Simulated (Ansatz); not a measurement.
**Worked example: the enthalpy of BBrCl2 + CBrCl2F → BCl2F + CBr2Cl2**

Gas-phase species: BBrCl2 (bromodichloroborane) `ClB(Cl)Br`, singlet; CBrCl2F (bromodichlorofluoromethane) `FC(Cl)(Cl)Br`, singlet; BCl2F (dichlorofluoroborane) `FB(Cl)Cl`, singlet; CBr2Cl2 (dibromodichloromethane) `ClC(Cl)(Br)Br`, singlet. The partners trade Br for F: B–Br and C–F bonds give way to B–F and C–Br.

Shapes, held fixed at every level: PBE0-D4/def2-TZVP. Programs: Ansatz 0.2.0. The zero-point and thermal terms to 298 K, harmonic and unscaled (PBE0-D4/def2-TZVP), stand in the table.

At HF/def2-SVP; 1 Eh = 2625.50 kJ/mol:

```
species   energy (Eh)  H(298 K) − E (kJ/mol)  tabulated ΔfH (kJ/mol)
 BBrCl2  -3515.596678                   33.3                  -336.8
CBrCl2F  -3627.959205                   45.0                  -240.0
  BCl2F  -1042.882980                   37.6                  -644.3
CBr2Cl2  -6100.689277                   40.7                    +3.4
```

Task: Work out the reaction enthalpy at 298 K from the calculation and from the table of heats.

Result: 
1. Electronic: (-1042.882980) + (-6100.689277) − [(-3515.596678) + (-3627.959205)] = -0.016374 Eh = -43.0 kJ/mol.
2. Zero-point and thermal: (37.6) + (40.7) − [(33.3) + (45.0)] = 0.0 kJ/mol.
3. Computed ΔH = -43.0 kJ/mol.
4. From the heats of formation (Active Thermochemical Tables, NIST-JANAF tables): (-644.3) + (3.4) − [(-336.8) + (-240.0)] = -64.1 kJ/mol.
5. Computed less tabulated: +21.1 kJ/mol. Tabulated heats carry uncertainties of their own. The tabulated values of BBrCl2, BCl2F are in doubt (older tables, estimates, or at odds with other calculations) and kept here.

Relativity is left out for Br.
